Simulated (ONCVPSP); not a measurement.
## Potentials for B compared

Generated with ld1.x 7.5 (TM, RRKJ, ultrasoft, PAW), atompaw 4.2 or ONCVPSP 4.0.1. The cutoff is in Ry: for ld1.x and atompaw files where the sum of valence levels is converged to 10 mRy in a Bessel basis, for ONCV files where the hardest occupied wave has 1 mHa per electron of residual kinetic energy. The error is the largest all-electron minus pseudo excitation energy over each file’s own four to seven test configurations (ionisations up to +4, promotions, holes and added fractions of an electron), all of which were solved. The labels leave out finer settings (local radius, basis sizes, second energies), which also bear on the numbers. Spin-polarised tests are not counted. The rows are a selection from randomly drawn settings: files with unsolved tests, undetermined cutoffs or missed reference levels are left out.

A true bound ghost makes a file unfit for plane-wave use even where its test errors are small: the radial tests pick states by their node count and pass the ghost by.

```tsv
potential	cutoff (Ry)	largest error (meV)	bound ghosts
ONCV, LDA (Perdew-Wang 92), non-relativistic, rc 1.60/2.95/2.80 (spd), local s, core correction yes, reference 2s2 2p1, qcut 4.4/4.2/3.7, projectors 0/2/2	18	+272	none
ONCV, LDA (Perdew-Wang 92), scalar-relativistic, rc 1.60/2.40 (sp), local smoothed, core correction yes, reference 2s2 2p0.5, qcut 3.6/7.3, projectors 2/2	57	+45	none
ONCV, PBE, scalar-relativistic, rc 1.20/1.00/1.20 (spd), local smoothed, core correction yes, reference 2s1, qcut 6.9/6.6/8.3, projectors 2/2/2	27	+84	none
ONCV, PBE, scalar-relativistic, rc 1.40/2.75/2.75 (spd), local s, core correction yes, reference 2s1.5 2p1.5, qcut 4.2/4.5/3.8, projectors 0/2/3	35	+286	none
```

Question: Fill in the row for B: ONCV, LDA (Perdew-Wang 92), scalar-relativistic, rc 1.20/3.85/3.70 (spd), local smoothed, core correction no, reference 2s2 2p1, qcut 4.6/3.3/2.4, projectors 2/1/3.

Answer: cutoff 24 Ry, largest error +765 meV, bound ghosts: none.

Question: Fill in the row for B: ONCV, LDA (Perdew-Wang 92), scalar-relativistic, rc 1.30/2.75/2.05 (spd), local smoothed, core correction yes, reference 2s2 2p1, qcut 4.4/4/4.2, projectors 2/2/2.

Answer: cutoff 22 Ry, largest error +262 meV, bound ghosts: p.

Question: Fill in the row for B: ONCV, PBE, scalar-relativistic, rc 1.40/3.30 (sp), local s, core correction no, reference 2s2 2p1, qcut 4.2/4, projectors 0/2.

Answer: cutoff 23 Ry, largest error +416 meV, bound ghosts: none.
